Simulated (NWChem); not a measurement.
Ionisation of HO₄S

SMILES: S([O])(=O)(O)=O
```xyz
6

O      0.8873    -0.3584     1.1487
S     -0.0510    -0.1086     0.0000
O      0.8873    -0.3584    -1.1487
O     -1.3262    -0.7799     0.0000
O     -0.3996     1.4659     0.0000
H      0.4251     1.9846     0.0000
```
Charge 0, spin multiplicity 2.

The numbers come from NWChem runs, not from measurements. Structure: optimised with UB3LYP/def2-SVP, a minimum by its harmonic frequencies.

Basis set: def2-SVPD. The species with one electron less has spin multiplicity 3 and keeps the geometry of the parent. Δ marks differences of total energies (open shells unrestricted). −ε marks an orbital energy of the parent. That orbital need not have the symmetry of the hole or added electron in the Δ rows.

B3LYP has NWChem's definition, with VWN1-RPA local correlation. The structure started from a generated list of species. The unpaired electrons of the parent sit in orbitals of symmetry a" (Cs labels of the run); other states weren't searched. The stability of the SCF solutions was not checked.

### Question
One of these methods gave a first vertical ionisation energy of 11.92 eV. Which?
A. ΔBHandHLYP
B. −ε(beta HOMO) of CAM-B3LYP
C. ΔPBE
D. −ε(beta HOMO) of B3LYP

### Answer
C, ΔPBE. The others give 12.91 (ΔBHandHLYP), 11.62 (−ε(beta HOMO) of CAM-B3LYP), 9.84 (−ε(beta HOMO) of B3LYP).
